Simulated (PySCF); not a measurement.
C4H4, SMILES C1=CC=C1. Geometry: PBE0-D3(BJ)/def2-SVP.

Computed equilibrium geometry at PBE0-D3(BJ)/def2-SVP (PySCF confirms it by a frequency run) as a Z-matrix, and its point group:
point group D2h.
```
C
C 1 1.3360
H 2 1.0909 1 135.13
H 1 1.0909 2 135.13 3 0.00
C 1 1.5677 4 134.87 2 180.00
C 5 1.3360 1 90.00 4 180.00
H 5 1.0909 6 135.13 2 180.00
H 6 1.0909 5 135.13 7 0.00
```
Charge 0, spin multiplicity 1.
